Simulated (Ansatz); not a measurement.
Molecule: GeBr$_{2}$ (charge 0, singlet). 
Structure (B3LYP-D3(BJ)/def2-TZVP (Ansatz, a first-principles code) minimum search):
SMILES: [Ge]([Br])[Br]
```xyz
3

Ge    -0.0024    -0.0017     1.0279
Br     1.0252    -1.5196    -0.4700
Br    -1.0230     1.5212    -0.4697
```

Total electronic energies in hartree. Cores are frozen in the correlated levels unless marked. No spin-orbit coupling. Frozen are the shells of the preceding noble gas and the d and f shells that filled before the atom's block. Non-relativistic. CBS(X,Y): correlation extrapolated as X^-3; Hartree-Fock from the larger set. [CCSD(T)-MP2]/basis is that difference in the basis named.

| level | program | energy (Eh) |
|---|---|---|
| HF/cc-pVDZ | Ansatz | -7220.19794 |
| HF/aug-cc-pVQZ | Ansatz | -7220.43464 |
| B97M-V/def2-TZVPD | Ansatz | -7224.08895 |
| PBE0/6-31G* | Ansatz | -7223.66973 |
| PBE-QIDH/def2-TZVPD | Ansatz | -7223.46567 |
| SCS-MP2/6-31G | Ansatz | -7219.32304 |
| CCSD/CBS(cc-pVTZ,cc-pVQZ) | Ansatz | -7220.9449 |
| RI-MP2/CBS(aug-cc-pVTZ,aug-cc-pVQZ)+[CCSD(T)-MP2]/aug-cc-pVDZ | Ansatz | -7220.9587 |
| CCSD(T)/CBS(cc-pVTZ,cc-pVQZ) | Ansatz | -7220.9721 |

Totals of different functionals don't rank their quality; only differences between species are comparable.
